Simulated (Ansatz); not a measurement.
C3H6ClFSi, SMILES `C=C[Si](C)(F)Cl`, charge 0, multiplicity 1.

(1) Give a relaxed structure at PBE0-D4/def2-TZVP (Ansatz). (Best estimate.)

Answers

(1) Computed: 
```xyz
12

C     0.2817    1.8257    0.6120
C     0.0657    1.2942   -0.5882
Si   -0.1938   -0.5127   -0.8455
C    -0.1491   -1.5229    0.6988
F    -1.6016   -0.7300   -1.5673
Cl    1.2211   -1.1999   -2.1654
H     0.3140    1.2195    1.5130
H     0.4387    2.8911    0.7531
H     0.0498    1.9525   -1.4549
H    -0.9283   -1.2020    1.3944
H    -0.3187   -2.5740    0.4559
H     0.8205   -1.4414    1.1941
```
This is one stationary point; other conformers may exist.
